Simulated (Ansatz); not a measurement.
Ansatz (a quantum-chemistry and plane-wave program) input for HOSr, SMILES [OH][Sr], multiplicity 2, B3LYP-D3(BJ)/def2-TZVPD. 

Ansatz 0.2 input:
```yaml
crystal:
  periodic: [false, false, false]
  atoms:
    - {symbol: Sr, position_ang: [0.00000000, 0.00000000, -0.39038742]}
    - {symbol: O, position_ang: [0.00000000, 0.00000000, 1.54223827]}
    - {symbol: H, position_ang: [0.00000000, 0.00000000, 2.49681586]}
basis:
  gaussian:
    orbitals: def2-TZVPD
hamiltonian:
  xc: b3lyp
  dispersion: d3bj
magnetization: {spin_polarized: true, initial_magnetization: 1}
relax: {f_tol: 0.002, max_steps: 200}
```

It prints:

```
WARN ansatz: RAYON_NUM_THREADS=1 ignored (pool sized by the plan → 1); use --threads N
Functional definition: B3LYP
integrals: 0.02 GiB planned
548 factors; their error is unknown
mean field: 0.24 GiB planned
mean field evaluation 1: about -2891.4685 eV, gradient 5.2e1 eV
mean field evaluation 2: about -2728.6703 eV, gradient 1.3e2 eV
mean field evaluation 4: about -2900.3599 eV, gradient 1.2e1 eV
mean field evaluation 8: about -2900.9069 eV, gradient 3.9e-2 eV
mean field evaluation 16: about -2900.9140 eV, gradient 2.1e-5 eV
mean field -2900.91395030 eV, -106.6066213634 hartree, gradient 2.1e-5 eV, S^2 0.750095; 0 other end points of the search recorded, 0 dependent functions left out
the calculation of the forces begins
reference -2900.91414468 eV, -106.6066285067 hartree; 10, 9 occupied and 72, 73 virtual orbitals, 548 factors
relax step   1: F+E_penalty+E_count = -2900.98965376 eV  Δ(F+E_penalty+E_count) = +0.000e0 eV  max|allowed force component| = 4.139e0 eV/Å  Δτ_max = 0.0000 Å  (32 SCF iters, accepted)
these checks for a lower state are left out or cut short: starts, cluster_reference, orbital_swaps, neighbouring_geometries, increment
integrals: 0.02 GiB planned
548 factors; their error is unknown
mean field: 0.24 GiB planned
mean field -2901.24842005 eV, -106.6189129000 hartree, gradient 2.2e-5 eV, S^2 0.750094; 0 other end points of the search recorded, 0 dependent functions left out
the calculation of the forces begins
reference -2901.24861993 eV, -106.6189202455 hartree; 10, 9 occupied and 72, 73 virtual orbitals, 548 factors
relax step   2: F+E_penalty+E_count = -2901.32496280 eV  Δ(F+E_penalty+E_count) = -3.353e-1 eV  max|allowed force component| = 6.187e-1 eV/Å  Δτ_max = 0.1048 Å  (35 SCF iters, accepted)
these checks for a lower state are left out or cut short: starts, cluster_reference, orbital_swaps, neighbouring_geometries, increment
integrals: 0.02 GiB planned
548 factors; their error is unknown
mean field: 0.24 GiB planned
mean field evaluation 32: about -2901.2578 eV, gradient 1.4e-3 eV
mean field -2901.25784788 eV, -106.6192593665 hartree, gradient 1.4e-5 eV, S^2 0.750094; 0 other end points of the search recorded, 0 dependent functions left out
the calculation of the forces begins
reference -2901.25804828 eV, -106.6192667310 hartree; 10, 9 occupied and 72, 73 virtual orbitals, 548 factors
relax step   3: F+E_penalty+E_count = -2901.33425791 eV  Δ(F+E_penalty+E_count) = -9.295e-3 eV  max|allowed force component| = 4.367e-2 eV/Å  Δτ_max = 0.0219 Å  (32 SCF iters, accepted)
these checks for a lower state are left out or cut short: starts, cluster_reference, orbital_swaps, neighbouring_geometries, increment
integrals: 0.02 GiB planned
548 factors; their error is unknown
mean field: 0.24 GiB planned
mean field -2901.25787543 eV, -106.6192603790 hartree, gradient 2.2e-5 eV, S^2 0.750094; 0 other end points of the search recorded, 0 dependent functions left out
the calculation of the forces begins
reference -2901.25807585 eV, -106.6192677441 hartree; 10, 9 occupied and 72, 73 virtual orbitals, 548 factors
relax step   4: F+E_penalty+E_count = -2901.33427896 eV  Δ(F+E_penalty+E_count) = -2.105e-5 eV  max|allowed force component| = 3.591e-3 eV/Å  Δτ_max = 0.0009 Å  (34 SCF iters, accepted)
these checks for a lower state are left out or cut short: starts, cluster_reference, orbital_swaps, neighbouring_geometries, increment
integrals: 0.02 GiB planned
548 factors; their error is unknown
mean field: 0.24 GiB planned
mean field -2901.25787530 eV, -106.6192603739 hartree, gradient 1.2e-5 eV, S^2 0.750094; 0 other end points of the search recorded, 0 dependent functions left out
the calculation of the forces begins
reference -2901.25807571 eV, -106.6192677390 hartree; 10, 9 occupied and 72, 73 virtual orbitals, 548 factors
relax step   5: F+E_penalty+E_count = -2901.33427908 eV  Δ(F+E_penalty+E_count) = -1.206e-7 eV  max|allowed force component| = 7.289e-5 eV/Å  Δτ_max = 0.0000 Å  (22 SCF iters, accepted)
integrals: 0.02 GiB planned
548 factors; their error is unknown
mean field: 0.24 GiB planned
mean field evaluation 64: about -2901.2579 eV, gradient 2.1e-4 eV
mean field -2901.25787530 eV, -106.6192603739 hartree, gradient 1.7e-5 eV, S^2 0.750094; 1 other end points of the search recorded, 0 dependent functions left out
the calculation of the forces begins
reference -2901.25807571 eV, -106.6192677390 hartree; 10, 9 occupied and 72, 73 virtual orbitals, 548 factors
Total energy: -2901.33447949 eV, -106.6220755262 hartree
Atom 0 at    -0.000000     0.000000    -0.517965 Å, force    -0.000000     0.000000     0.000019 eV/Å
Atom 1 at     0.000000    -0.000000     1.605046 Å, force     0.000000    -0.000000     0.000054 eV/Å
Atom 2 at    -0.000000     0.000000     2.561586 Å, force    -0.000000     0.000000    -0.000073 eV/Å
Dipole moment:     0.000000    -0.000000    -0.377904 e Å
```

The calculation finished and met its thresholds.
